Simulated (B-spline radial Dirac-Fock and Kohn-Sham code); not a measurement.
**Binding energies of Pb⁴⁺ at several levels of theory**

System: Pb⁴⁺ in the configuration 1s2 2s2 2p6 3s2 3p6 3d10 4s2 4p6 4d10 4f14 5s2 5p6 5d10.

The density-functional columns are spherical, spin-unpolarised Dirac-Kohn-Sham results without Breit or QED terms: −ε is minus the orbital energy of the initial state and ΔSCF the difference of two total energies. The reference in the last column comes from multi-electron Dirac-Fock with separately optimised hole states, Breit and Lamb-shift corrections added in first order. All numbers are from a B-spline atomic structure program, in eV; a selection of levels is shown. The Kohn-Sham columns are given as differences from the reference. For the 1s level of heavy atoms much of the gap between ΔSCF and the reference is the Breit and QED part, -493.9 eV here; for other levels the error of the functional can be larger.

```csv
level,PBE −ε − DF,PBE ΔSCF − DF,LDA −ε − DF,LDA ΔSCF − DF,Dirac-Fock
K,-91.5,+555.0,-160.0,+484.1,88050.8
L1,-164.1,-42.9,-174.4,-52.8,15918.2
L2,-112.6,+44.7,-117.4,+40.0,15250.2
L3,-137.4,-7.5,-139.9,-9.8,13085.7
M1,-95.8,-58.7,-98.4,-61.2,3908.7
M2,-77.2,-37.2,-78.2,-38.0,3610.3
M3,-77.7,-42.0,-78.0,-42.3,3122.3
M4,-55.5,-12.7,-55.1,-12.3,2637.6
M5,-57.3,-16.1,-56.9,-15.7,2535.5
N1,-54.9,-37.0,-56.1,-38.2,950.1
N2,-46.9,-29.0,-47.3,-29.5,820.7
N3,-46.2,-29.4,-46.8,-30.0,700.4
N4,-33.8,-17.1,-33.7,-17.0,489.6
N5,-33.7,-17.3,-33.6,-17.3,467.2
N6,-15.2,+0.9,-14.7,+1.5,192.0
N7,-15.4,+0.5,-14.8,+1.1,187.1
O1,-19.4,-9.0,-18.9,-8.6,204.3
O2,-15.3,-5.3,-14.8,-4.8,158.7
O3,-15.3,-5.9,-15.1,-5.7,136.4
O4,-6.7,+1.5,-6.4,+1.8,69.95
O5,-6.7,+1.3,-6.5,+1.6,67.27
```

For the outermost level NIST gives 68.8 ± 0.5 eV (semi-empirical); the differences from it are PBE −ε -8.26, PBE ΔSCF -0.20, LDA −ε -7.99, LDA ΔSCF +0.07, Dirac-Fock -1.53 eV.

Values without a named source are computed, but for edge energies of neutral atoms, which are taken from tables.
